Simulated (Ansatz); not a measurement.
Energy needed to pull apart BAsH₄S (SMILES BS[AsH2]), closed shell, into free ground-state atoms, from the structure below (displaced at random from a GFN2-xTB minimum); no zero-point or spin–orbit terms; open-shell atoms are treated unrestricted, in their ground-state multiplicity.

B1  (-1.050, 0.146, -0.256)
S2  (-0.703, -1.329, 0.752)
As3  (1.413, -0.636, 0.610)
H4  (-1.087, 0.050, -1.342)
H5  (-1.264, 1.171, 0.276)
H6  (1.188, 0.819, 0.894)
H7  (1.404, -0.284, -0.876)
(Å)

Ansatz 0.2.0; basis: def2-TZVPP; cores frozen in the correlated methods. Filled d shells of the heavier atoms are correlated. The def2 sets are not built for correlating such inner shells, so the correlated values are less sure here. B3LYP uses VWN-RPA correlation.

| method | atomization energy (kJ/mol) |
| --- | --- |
| PBE-D4 | 2007 |
| r2SCAN-D4 | ? |
| PBE0-D4 | 1976 |
| B3LYP-D4 | 1990 |
| LC-wPBE | ? |
| wB97M-V | 1988 |
| HF | 1386 |
| MP2 | 1914 |
| CCSD | 1876 |
| CCSD(T) | 1911 |

(1) What does r2SCAN-D4 give? (Judge from chemistry; the value comes from the calculation.)

(2) What does LC-wPBE give? (An estimate is asked for; the value comes from the calculation.)

No T1 diagnostic of these runs exceeds 0.014.

Answers

(1) The calculation gives: 1994 kJ/mol, which is about 83 kJ/mol more than CCSD(T)/def2-TZVPP.

(2) The calculation gives: 1931 kJ/mol, which is about 20 kJ/mol more than CCSD(T)/def2-TZVPP.

In triple zeta the MP2 and coupled-cluster atomization energies are still short of their basis limit by a few kcal/mol a bond, whereas those of the functionals are nearly converged, so these differences are not deviations from converged CCSD(T).

For scale, one of the runs: CCSD(T)/def2-TZVPP forces, 177 basis functions (an equivalent command: `ansatz run in.yaml --threads 4`). Time: 3.5 min of wall clock on 4 CPU threads; the host was shared. Peak host memory: 2.9 GiB.
